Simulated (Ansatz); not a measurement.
**Ligand exchange: SiH2(SiH3)Br + Sn(CH3)(NH2) → SiH2(NH2)(SiH3) + Sn(CH3)Br**

Species: SiH2(SiH3)Br, singlet; Sn(CH3)(NH2), singlet; SiH2(NH2)(SiH3), singlet; Sn(CH3)Br, singlet. The partners trade Br for NH2: Si–Br and Sn–NH2 bonds give way to Si–NH2 and Sn–Br.

Shapes, held fixed at every level: PBE0-D4/def2-TZVP. Flexible molecules stand in one conformer, not always the lowest. Programs: Ansatz 0.2.0. Electronic energies: no zero-point or thermal term.

Q: Estimate ΔE of this reaction.

A: The highest level, CCSD(T)/def2-TZVPP, gives ΔE = -49.4 kJ/mol; the levels span -72.5 to -49.4. The column of differences is taken from that level and isn't an error. No measured value is set beside it here. For atoms past krypton def2 sets carry core potentials with scalar relativity. Relativity is left out for Br unless named. Correlated rows may include outer-core shells of Br, Sn, which these sets cover unevenly.

```
              level                    kind  ΔE (kJ/mol)  less CCSD(T)/def2-TZVPP
      HF/def2-TZVPP            Hartree–Fock        -72.5                    -23.1
BHLYP-D4/def2-TZVPP           global hybrid        -65.2                    -15.8
 PBE0-D4/def2-TZVPP           global hybrid        -56.1                     -6.7
 wB97M-V/def2-TZVPP  range-separated hybrid        -54.7                     -5.3
       MP2/def2-SVP     perturbation theory        -52.9                     -3.5
   CCSD(T)/def2-SVP   coupled cluster or CI        -53.1                     -3.7
    CCSD/def2-TZVPP   coupled cluster or CI        -53.1                     -3.7
 CCSD(T)/def2-TZVPP   coupled cluster or CI        -49.4                      0.0
```
